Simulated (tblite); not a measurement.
A tight-binding relaxation on `[SiH3][SiH2][CH][Se][SiH2]S` [radical].

Computed with GFN2-xTB geometry optimisation, gas phase (tblite 0.8.0). Start geometry: from a force field or distance geometry. The command runs a driver script over a list of jobs; the input below is this job's line of settings and its coordinates in Å.

Command:
```bash
OMP_NUM_THREADS=1 python probes_run.py task.json out
```

Input:
```
{"job": {"kind": "relax", "xc": "GFN2-xTB", "basis": "xTB"}, "charge": 0, "multiplicity": 2}
Si    -3.393800     0.684100     0.457300
Si    -1.727700    -0.430800    -0.523500
C     -0.182700    -0.490800     0.560600
Se     1.222700     0.667200    -0.081500
Si     3.219300    -0.421100    -0.146700
S      4.744300     1.052800     0.169900
H     -3.353200     0.346200     1.890900
H     -4.709100     0.186500    -0.002600
H     -3.326900     2.120600     0.229100
H     -1.440700     0.043900    -1.861100
H     -2.217700    -1.833600    -0.621100
H      0.138100    -1.553100     0.568800
H      3.330300    -1.463800     0.867300
H      3.394800    -1.049300    -1.487500
H      4.297800     2.149200     0.935600
```

Q: Estimate the output.

A: 
```
step      E/eV     max force
  0    -497.34599    1.615
  1    -497.46986    1.269
  2    -497.60464    0.934
  3    -497.66166    0.976
  4    -497.87421    1.228
  5    -497.92220    0.714
  6    -497.94712    0.419
  7    -497.95913    0.429
  8    -497.98025    0.507
  9    -497.99626    0.316
... (96 lines left out)
106    -498.10530    0.037
107    -498.10542    0.028
108    -498.10550    0.019
109    -498.10556    0.020
110    -498.10560    0.032
111    -498.10564    0.020
112    -498.10569    0.017
113    -498.10581    0.016
114    -498.10584    0.014
115    -498.10588    0.008
```

«max force» is the largest atomic force in eV/Å.

Q: From which step on does the largest force stay under 0.1 eV/Å, and how much energy is left to gain from there?

A: From step 73 (0.098 eV/Å), 8.1 meV above the end.

In short: energy lowered by 17.5 kcal/mol over 115 steps; largest atomic force 0.008 eV/Å at the end.

Hardware: one thread of an AMD EPYC 9B45, on a shared host. Cost: 0.85 s wall.
Labels such as C1 count atoms from 1, the log's own numbers from 0.
